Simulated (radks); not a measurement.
All-electron atom: Se+ in [Ar] 3d10 4s2 4p3. Calculated with a radial shooting solver on a logarithmic mesh with Libxc functionals: scalar-relativistic Kohn-Sham, Slater X-alpha with alpha = 0.667, spin-unpolarised, spherical densities, finite nucleus; Fermi nuclear charge, rms radius 4.14 fm.

Unscreened Slater integrals over Kohn-Sham orbitals (hartree).

integral      value
F0(4p,4p)   0.42301
F2(4p,4p)   0.21937
F0(4p,4s)   0.46228
G1(4p,4s)   0.30202
F0(4p,3d)   0.55473
F2(4p,3d)   0.11019
G1(4p,3d)  0.038010
G3(4p,3d)  0.034222
F0(4p,3p)   0.55757
F2(4p,3p)   0.10202
G0(4p,3p)  0.024887
G2(4p,3p)  0.028640
F0(4s,4s)   0.51619
F0(4s,3d)   0.66011
G2(4s,3d)  0.058792
F0(4s,3p)   0.66461
G1(4s,3p)  0.043490
F0(3d,3d)    1.4587
F2(3d,3d)   0.69094
F4(3d,3d)   0.43310
F0(3d,3p)    1.4865
F2(3d,3p)   0.70976
G1(3d,3p)   0.86243
G3(3d,3p)   0.53179
F0(3p,3p)    1.5292
F2(3p,3p)   0.76488

Derived for the open shells (J is the average intra-shell exchange parameter used in DFT+U). 4p: J = F2/5 = 0.04387 hartree.
